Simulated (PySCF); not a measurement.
Mg(OH)(NMe2) (C2H7MgNO), SMILES C[N](C)[Mg][OH].

Geometry optimised at PBE0-D3(BJ)/def2-SVP. The structure was generated by enumeration; whether it is a known compound was not checked. One conformer was computed; it need not be the lowest.

Method: C-PCM-B3LYP/def2-SVP in PySCF 2.14.0.

The values are the electrostatic part of the solvation free energy, E(continuum) − E(gas) at the gas-phase geometry, in a cavity of scaled van der Waals radii (PySCF's table); cavitation and dispersion terms are not included. A continuum can't describe solvent molecules that bind to the metal. In vacuum the orbital gap is 4.01 eV. The dipole moment in vacuum is 0.63 D.

Computed values in water (ε = 78.36), dichloromethane (ε = 8.93), 2-propanol (ε = 19.26):
```
solvent              ε  ΔG(elec) (kcal/mol)  dipole (D)  gap (eV)
---------------  -----  -------------------  ----------  --------
water            78.36                 -9.6        1.09      4.33
dichloromethane   8.93                 -8.6        1.03      4.29
2-propanol       19.26                 -9.2        1.07      4.32
```
